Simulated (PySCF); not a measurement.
CaF, charge +1. Atoms are numbered in the order given.

```xyz
2

Ca     0.0000     0.0000    -0.5852
F      0.0000     0.0000     1.3005
```
Charge +1, spin multiplicity 1.

Geometry: B3LYP-D3(BJ)/def2-TZVPD. The spin state was assumed, not searched.

Calculation: TDA-CAM-B3LYP/def2-TZVPD (PySCF).

Vertical excitations; the highest root listed may be one member of a degenerate set.  State labels are in the subgroup C2v.

```
state  symmetry  energy (eV)  λ (nm)      f                                                                  main pairs
-----  --------  -----------  ------  -----  --------------------------------------------------------------------------
S1           B2         6.57     189  0.012                                                  HOMO→LUMO (degenerate set)
S2           B1         6.57     189  0.012                                                HOMO−1→LUMO (degenerate set)
S3           A1         6.67     186  0.004                                                            HOMO−2→LUMO 93 %
S4           B1         7.88     157  0.000                                 HOMO→LUMO+1, HOMO−1→LUMO+2 (degenerate set)
S5           B2         7.88     157  0.000                                 HOMO−1→LUMO+1, HOMO→LUMO+2 (degenerate set)
S6           B2         7.95     156  0.006                                 HOMO→LUMO+2, HOMO−1→LUMO+1 (degenerate set)
S7           B1         7.95     156  0.006                                 HOMO−1→LUMO+2, HOMO→LUMO+1 (degenerate set)
S8           A1         7.95     156  0.000                                              HOMO−2→LUMO+2 (degenerate set)
S9           A2         7.95     156  0.000                                              HOMO−2→LUMO+1 (degenerate set)
S10          A2         8.34     149  0.000  HOMO−1→LUMO+4 36 %, HOMO→LUMO+3 36 %, HOMO−1→LUMO+7 14 %, HOMO→LUMO+6 14 %
T1           B1         6.50     191      0                                                HOMO−1→LUMO (degenerate set)
T2           B2         6.50     191      0                                                  HOMO→LUMO (degenerate set)
T3           A1         6.59     188      0                                                            HOMO−2→LUMO 93 %
T4           B1         7.86     158      0                                        HOMO→LUMO+1 50 %, HOMO−1→LUMO+2 49 %
```
Triplets are in the Tamm–Dancoff approximation.
